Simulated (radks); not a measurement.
Spherical quantum dot in the effective-mass picture: electrons in a parabolic well V = omega^2 r^2 / 2 with omega = 0.188, all in effective atomic units (hartree* = m*/eps^2 hartree, bohr* = eps/m* bohr), one dielectric constant everywhere. Method: non-relativistic Kohn-Sham, LDA (Slater exchange, Perdew-Wang correlation), spin-polarised, spherical densities; computed with a radial shooting solver with Libxc functionals. Levels are named by radial order and angular momentum (1s, 1p, 1d, 2s, ...), and open shells are averaged over m.

N = 3, configuration 1s2 1p(up 1, down 0). This is the lowest configuration that the search found. Occupied and some empty levels:

| level | occupation | eigenvalue (hartree*) | <r> (bohr*) |
|---|---|---|---|
| 1s up | 1 | 0.88150 | 3.232 |
| 1s down | 1 | 0.90050 | 3.215 |
| 1p up | 1 | 1.0053 | 3.998 |
| 1p down | 0 | 1.0254 | 4.018 |
| 1d up | 0 | 1.1482 | 4.598 |
| 1d down | 0 | 1.1669 | 4.635 |
| 2s up | 0 | 1.1856 | 4.135 |
| 2s down | 0 | 1.1981 | 4.165 |
| 1f up | 0 | 1.3033 | 5.117 |
| 1f down | 0 | 1.3195 | 5.162 |

Energy (hartree*): total 1.77610, kinetic 0.37228, external 0.73141, Hartree 1.1576, exchange-correlation -0.48522.

Electron density:

| r (bohr*) | n(r) (e/bohr*^3) |
|---|---|
| 0.149 | 0.01268 |
| 0.709 | 0.01250 |
| 1.27 | 0.01203 |
| 1.83 | 0.01113 |
| 2.39 | 0.009718 |
| 2.95 | 0.007852 |
| 3.51 | 0.005762 |
| 4.07 | 0.003780 |
| 4.63 | 0.002192 |
| 5.19 | 0.001116 |
| 5.75 | 0.0004972 |
| 6.31 | 0.0001937 |
| 6.87 | 0.00006604 |
| 7.43 | 0.00001976 |
